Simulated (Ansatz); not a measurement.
Geometry optimisation, Ansatz, RKS B3LYP-D4/def2-SVP.

Input:

```yaml
crystal:
  periodic: [false, false, false]
  atoms:
    - { symbol: Al, position_ang: [-0.8906, 0.3097, -1.5488] }
    - { symbol: H, position_ang: [-0.407, -1.2109, -0.3389] }
    - { symbol: Cl, position_ang: [0.4502, 0.2275, -3.0593] }
    - { symbol: Cl, position_ang: [-2.869, 0.6671, -1.3667] }
    - { symbol: H, position_ang: [0.514, 0.8019, 0.7831] }
    - { symbol: F, position_ang: [0.0304, 1.5055, -0.0717] }
    - { symbol: H, position_ang: [0.1386, -1.0084, 0.4583] }
    - { symbol: "N", position_ang: [0.8164, -0.3393, 1.4027] }
    - { symbol: H, position_ang: [0.4132, -0.4154, 2.3226] }
    - { symbol: H, position_ang: [1.8038, -0.5377, 1.4186] }
basis:
  gaussian: { orbitals: def2-SVP }
hamiltonian:
  xc: b3lyp
  dispersion: d4
relax:
  f_tol: 0.15
  max_steps: 25
  restrain:
    - { distance: [0, 5], at: 3.08, k: 30.0 }
    - { distance: [4, 7], at: 2.32, k: 30.0 }
    - { distance: [6, 1], at: 1.92, k: 30.0 }
    - { distance: [0, 1], at: 1.52, k: 30.0 }
    - { distance: [4, 5], at: 0.88, k: 30.0 }
    - { distance: [6, 7], at: 1.02, k: 30.0 }
```

Launched with:

```bash
$ ansatz run input.yaml --threads 2 --pin off --max-ram 3072MiB --backend cpu --events-out ev --progress --plain --runs-dir out
```

Question: Where does it end, and by what steps?

Answer: The run converged. The restraints hold the end off the free minimum. After 11 steps the energy has fallen by 0.300 eV (the restraints' own energy left out); H5 moved furthest, 0.73 Å. Joined: Al1–H2 (2.00 → 1.54 Å), H5–F6 (1.21 → 0.92 Å), H7–N8 (1.34 → 1.02 Å).

```
step  energy less start (eV)  largest force component (eV/Å)  accepted
   0                  0.0000                           3.985       yes
   1                 -0.2063                           3.443       yes
   2                  0.1114                           4.910       yes
   3                  0.1843                           2.014       yes
   4                  0.0812                           1.097       yes
   5                 -0.0501                           1.424       yes
   6                 -0.2844                           1.225       yes
   7                 -0.2729                           0.868        no
   8                 -0.2974                           1.177       yes
   9                 -0.2934                           0.982        no
  10                 -0.3023                           1.054        no
  11                 -0.2999                           1.127       yes
```

```xyz
10
Properties=species:S:1:pos:R:3
Al -1.044 -0.111 -1.730
H -0.629 -1.142 -0.671
Cl 0.224 0.281 -3.356
Cl -2.992 0.667 -1.733
H 0.518 1.532 0.711
F 0.140 2.070 0.071
H 0.423 -1.126 0.940
N 0.930 -0.546 1.612
H 0.536 -0.744 2.532
H 1.894 -0.882 1.624
```

The run took 27 s on 2 threads of Intel(R) Xeon(R) Platinum 8488C (Sapphire Rapids) (shared host), peak memory 0.26 GiB.
